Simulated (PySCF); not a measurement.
# Working out the excitation energy of Li

Li [He] 2s1 (2S) → Li [He] 2p1 (2P). Computed with PySCF 2.14 in dyall-acv3z (15s9p3d, 57 functions), with no relativity, point nucleus. Frozen: nothing; the 5 highest virtual orbitals dropped. Energies in hartree (1 hartree = 27.21139 eV):

```json
{"part": "UHF", "Li (lower)": "-7.432747", "Li (upper)": "-7.365078"}
{"part": "CCSD correlation", "Li (lower)": "-0.042823", "Li (upper)": "-0.042238"}
{"part": "(T)", "Li (lower)": "-0.000029", "Li (upper)": "-0.000019"}
```

Q: What does Hartree-Fock give?

A: (-7.365078) − (-7.432747) = 0.067669 hartree = 1.841 eV.

Q: What do CCSD and CCSD(T) give?

A: The CCSD correlation energies differ by 0.000585 hartree = 0.016 eV and the triples by 0.000010 hartree = 0.000 eV, so CCSD gives 1.857 eV and CCSD(T) 1.857 eV.

Measured between the centres of the two terms (NIST): 1.848 eV, so CCSD(T) (valence and next inner shell) is off by 0.009 eV.

What remains against the reference includes basis incompleteness and higher excitations.
